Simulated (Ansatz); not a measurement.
Gas-phase electronic energies from Ansatz, PBE0-D4/def2-TZVP geometries. CCSD(T)/CBS is the MP2 limit (def2-TZVPP, def2-QZVPP) plus CCSD(T) − MP2 in def2-TZVPP, frozen cores. This one scheme is used for every species. DFT in def2-TZVPP. B3LYP here is the variant with VWN-RPA as its local correlation; programs differ in this. One conformer a species, not always the lowest.

Reaction (cleavage of the Al–B bond): `C[B](F)[AlH2]` + `OP[SiH3]` → `O[P]([AlH2])[SiH3]` + `CBF`

```tsv
level	ΔE (kJ/mol)	difference from CCSD(T)/CBS
BLYP-D4	-87.5	3.0
B3LYP-D4	-89.0	1.5
r2SCAN0-D4	-94.7	-4.2
ωB97X-V	-85.4	5.1
PBE-QIDH	-92.8	-2.3
r2SCANh	-94.0	-3.5
CAM-B3LYP	-82.6	7.9
MP2/def2-TZVPP	-96.2	-5.7
CCSD(T)/def2-TZVPP	-88.2	2.3
SCS-MP2/def2-QZVPP	-91.4	-0.9
CCSD(T)/CBS	-90.5	0
```

**Question.** What do rigid-rotor, harmonic-oscillator terms from PBE0-D4/def2-TZVP frequencies (298.15 K, 1 bar) make of the CCSD(T)/CBS value? (Estimate.)

**Answer.** The calculation gave: ΔZPE = +3.0 kJ/mol, ΔH = -87.2 kJ/mol, ΔS = -7 J/(mol·K), ΔG = -85.1 kJ/mol. Modes under 50 cm⁻¹ make the entropy rough.

Largest T1 diagnostic among the species: 0.014.

From BLYP to BHLYP (50 % exact exchange), in def2-TZVPP and without D4, ΔE moves by −3.7 kJ/mol. At CCSD(T), def2-SVP lies +3.9 kJ/mol from the extrapolated value and def2-TZVPP +2.3 kJ/mol. Leaving LDA and LC-ωPBE aside and taking each functional with its dispersion term where it has one, the values, not all of them listed here, spread over 10.2 kJ/mol, from B97M-V to ωB97X-V.
